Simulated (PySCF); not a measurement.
Ga(F)2(Cl)(NH3), H3ClF2GaN, singlet, PBE0/def2-SVP optimised geometry.

```
8

Ga    -1.10    -0.61     0.00
F     -1.35     1.13     0.00
F     -1.32    -1.40     1.55
Cl    -1.64    -1.69    -1.77
N      0.96    -0.61     0.00
H      1.29    -1.02     0.87
H      1.30     0.36    -0.05
H      1.35    -1.13    -0.78
```

Density from PBE0/def2-TZVP run with PySCF at that geometry.

Minimum of the electron density along straight lines between bonded atoms, close to the bond critical point (lines longer than 1.1 times the sum of covalent radii, or with two minima, are not listed):

| bond | length / Å | ρ at the minimum / e bohr⁻³ | ∇²ρ there / e bohr⁻⁵ | position (fraction from the first atom) |
|---|---|---|---|---|
| Ga1–F2 | 1.758 | 0.131 | 0.84 | 0.49 |
| Ga1–F3 | 1.759 | 0.131 | 0.84 | 0.49 |
| Ga1–Cl4 | 2.150 | ? | ? | 0.44 |
| Ga1–N5 | 2.058 | ? | 0.29 | 0.47 |
| N5–H6 | 1.022 | 0.331 | -1.71 | 0.75 |
| N5–H7 | 1.022 | 0.331 | -1.71 | 0.75 |
| N5–H8 | 1.021 | 0.331 | -1.70 | 0.75 |

Task: Complete the blanks.

Result: 
- Ga1–Cl4, ρ at the minimum / e bohr⁻³: 0.096
- Ga1–Cl4, ∇²ρ there / e bohr⁻⁵: 0.27
- Ga1–N5, ρ at the minimum / e bohr⁻³: 0.080
